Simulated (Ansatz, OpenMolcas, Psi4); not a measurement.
InHCl (SMILES [Cl][InH]): the vertical ionisation energy, rung by rung

InHCl has 3 atoms, charge 0, and is taken as a doublet. SMILES: `[Cl][InH]`. Geometry: relaxed at PBE0-D4/def2-TZVP.

```xyz
3

Cl   -1.6498    0.3968   -0.8674
In    0.4095    0.5424    0.2861
H     1.2294   -1.0039    0.5681
```

Each level gives the vertical ionisation energy (to the singlet cation) (eV). The values are calculated.

| level | kind | program | value (eV) | less CCSD(T)/def2-TZVPP | CPU time (all runs) |
| --- | --- | --- | --- | --- | --- |
| UHF/def2-TZVPP (core potential) | Hartree–Fock | OpenMolcas | 8.17 | -0.18 | 27 s |
| USVWN5/def2-TZVPP (core potential) | LDA | OpenMolcas | 8.48 | +0.13 | 48 s |
| UBLYP/def2-TZVPP (core potential) | GGA | OpenMolcas | 8.26 | -0.09 | 62 s |
| UPBE0/def2-TZVPP (core potential) | global hybrid | OpenMolcas | 8.47 | +0.12 | 56 s |
| UHSE06/def2-TZVPP (core potential) | range-separated hybrid | Psi4 | 8.49 | +0.14 | 1.8 min |
| RPA@PBE0/def2-TZVPP (core potential) | RPA | Ansatz | 8.58 | +0.23 | 29 s |
| UMP2/def2-TZVPP (core potential) | perturbation theory | Ansatz | 8.42 | +0.07 | 8.6 s |
| UCCSD(T)/def2-TZVPP (core potential) | coupled cluster or CI | Ansatz | 8.35 | 0.00 | 60 s |
| FCI/STO-3G | exact in the basis | Ansatz | 4.93 | -3.42 | 4.4 s |

UCCSD(T)/def2-TZVPP (core potential) is the highest level here, not the true value. All-electron rows without a relativistic Hamiltonian named are non-relativistic, while core potentials hold scalar relativity, so basis and relativity change together. Spin-orbit coupling, which can split open shells on such heavy atoms by tenths of an eV, is left out. The values span 4.93 to 8.58 eV. High-level rows in very small sets aren't better than simpler rows in larger ones. In the correlated wave-function rows the outer d shell of In is correlated, in sets not made for it. Times are those of the runs behind each value, whatever else they computed, on shared processors of several kinds: orders of magnitude only.
